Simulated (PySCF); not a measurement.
Al(AsH2)(H)2 (AlAsH4), SMILES [AlH2][AsH2].

Geometry optimised at PBE0-D3(BJ)/def2-TZVP.

These are TDA-LC-ωPBE/def2-SVPD in PySCF values and carry that method's errors.

Vertical excitations. The molecule is in vacuum. State labels are in the subgroup Cs.

Computed UV-visible absorptions:
| state | symmetry | energy (eV) | λ (nm) | f | main pairs |
|---|---|---|---|---|---|
| S1 | A' | 4.82 | 257 | 0.015 | HOMO→LUMO 89 % |
| S2 | A" | 5.74 | 216 | 0.000 | HOMO−2→LUMO 96 % |
| S3 | A" | 6.14 | 202 | 0.003 | HOMO→LUMO+3 91 % |
| S4 | A' | 6.47 | 191 | 0.095 | HOMO→LUMO+1 40 %, HOMO→LUMO+2 31 %, HOMO−1→LUMO 21 % |
| S5 | A' | 6.66 | 186 | 0.056 | HOMO−1→LUMO 54 %, HOMO→LUMO+1 24 % |
| S6 | A' | 7.34 | 169 | 0.438 | HOMO→LUMO+4 39 %, HOMO→LUMO+2 34 %, HOMO−1→LUMO 10 % |
| S7 | A' | 7.93 | 156 | 0.151 | HOMO→LUMO+4 38 %, HOMO→LUMO+2 17 %, HOMO→LUMO+1 15 %, HOMO→LUMO+7 6 % |
| S8 | A" | 8.00 | 155 | 0.005 | HOMO−1→LUMO+3 50 %, HOMO→LUMO+5 33 % |
| S9 | A' | 8.12 | 153 | 0.261 | HOMO−1→LUMO+1 49 %, HOMO−1→LUMO+2 28 % |
| S10 | A" | 8.21 | 151 | 0.055 | HOMO−2→LUMO+2 34 %, HOMO→LUMO+5 15 %, HOMO−1→LUMO+3 12 %, HOMO−3→LUMO 9 % |
| T1 | A' | 4.17 | 298 | 0 | HOMO→LUMO 89 % |
| T2 | A" | 5.11 | 243 | 0 | HOMO−2→LUMO 93 % |
| T3 | A" | 5.49 | 226 | 0 | HOMO→LUMO+3 84 % |
| T4 | A' | 5.77 | 215 | 0 | HOMO→LUMO+2 47 %, HOMO−1→LUMO 21 %, HOMO→LUMO+6 9 %, HOMO→LUMO+4 9 % |
Triplets are in the Tamm–Dancoff approximation.
